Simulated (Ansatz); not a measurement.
Coupled-cluster run, `C[N](C)[W]([OH])(=[S])=[S]`.

```yaml
crystal:
  periodic: [false, false, false]
  atoms:
    - {symbol: C, position_ang: [-0.363640, 0.045080, 1.710222]}
    - {symbol: N, position_ang: [0.140200, -0.030005, 0.351122]}
    - {symbol: C, position_ang: [1.279656, -0.924426, 0.240069]}
    - {symbol: W, position_ang: [-0.551966, 0.912721, -1.169215]}
    - {symbol: O, position_ang: [-1.703708, -0.250234, -2.109496]}
    - {symbol: S, position_ang: [-1.644886, 2.604302, -0.470368]}
    - {symbol: S, position_ang: [1.075894, 1.501446, -2.415835]}
    - {symbol: H, position_ang: [-0.686887, -0.946604, 2.047618]}
    - {symbol: H, position_ang: [-1.205640, 0.729437, 1.773604]}
    - {symbol: H, position_ang: [0.427655, 0.393861, 2.384747]}
    - {symbol: H, position_ang: [2.096540, -0.576311, 0.883604]}
    - {symbol: H, position_ang: [0.997180, -1.935322, 0.555832]}
    - {symbol: H, position_ang: [1.646306, -0.969012, -0.783847]}
    - {symbol: H, position_ang: [-1.506714, -0.554942, -2.998047]}
basis:
  gaussian: {orbitals: def2-SVP}
correlation: {method: ccsd_t}
```

```sh
$ ansatz run in.yaml --threads 2 --pin off --events-out ev --progress --plain --max-ram 22528MiB --backend cuda --devices 0, --max-vram 18GiB
```

The program prints (abridged):

```
Functional definition: HF
1559 factors; integrals over basis functions are off by at most 1.5e-3 eV
mean field evaluation 1: about -29116.2207 eV, gradient 5.5e1 eV
mean field evaluation 2: about -29116.2399 eV, gradient 5.5e1 eV
mean field evaluation 4: about -29123.1367 eV, gradient 1.1e1 eV
mean field evaluation 8: about -29123.4218 eV, gradient 2.5e-1 eV
mean field evaluation 16: about -29123.3524 eV, gradient 4.3e0 eV
mean field evaluation 32: about -29115.9698 eV, gradient 7.5e-2 eV
mean field -29123.42258143 eV, -1070.2660393026 hartree, gradient 2.3e-6 eV, S^2 0.000000; 0 other end points of the search recorded, 0 dependent functions left out
14 core orbitals not correlated: weight in the atoms' cores, before any rotation towards them, 1.000 or more for the frozen orbitals, at most 0.000 for the correlated occupied ones
reference -29123.42258143 eV, -1070.2660393026 hartree; 26, 26 occupied and 119, 119 virtual orbitals, 1559 factors
second order -35.63074117 eV of doubles, -0.00000000 eV of singles
cycle   1  -33.31253087 eV  change     2.3e0 eV  update   3.0e-1
cycle   2  -34.90692853 eV  change    -1.6e0 eV  update   1.9e-1
cycle   3  -35.34254189 eV  change   -4.4e-1 eV  update   4.2e-2
cycle   4  -35.36736394 eV  change   -2.5e-2 eV  update   1.8e-2
cycle   5  -35.35621110 eV  change    1.1e-2 eV  update   5.3e-3
cycle   6  -35.35724300 eV  change   -1.0e-3 eV  update   2.7e-3
cycle   7  -35.35623538 eV  change    1.0e-3 eV  update   1.1e-3
cycle   8  -35.35560473 eV  change    6.3e-4 eV  update   4.7e-4
cycle   9  -35.35596463 eV  change   -3.6e-4 eV  update   2.2e-4
cycle  10  -35.35622963 eV  change   -2.7e-4 eV  update   1.1e-4
cycle  11  -35.35611415 eV  change    1.2e-4 eV  update   6.3e-5
cycle  12  -35.35599369 eV  change    1.2e-4 eV  update   3.4e-5
cycle  13  -35.35606960 eV  change   -7.6e-5 eV  update   1.8e-5
cycle  14  -35.35604059 eV  change    2.9e-5 eV  update   8.9e-6
perturbative correction -1.73085295 eV, -0.0636076727 hartree
Total energy: -29160.50947497 eV, -1071.6289575018 hartree
```

Run time 2.7 s (2 threads of an AMD EPYC 7R13 on a shared host and a share of an NVIDIA H100 80 GB); peak host memory 1 GiB.

Correlation energy per correlated electron: -0.713 eV. T1 diagnostic: 0.0200.
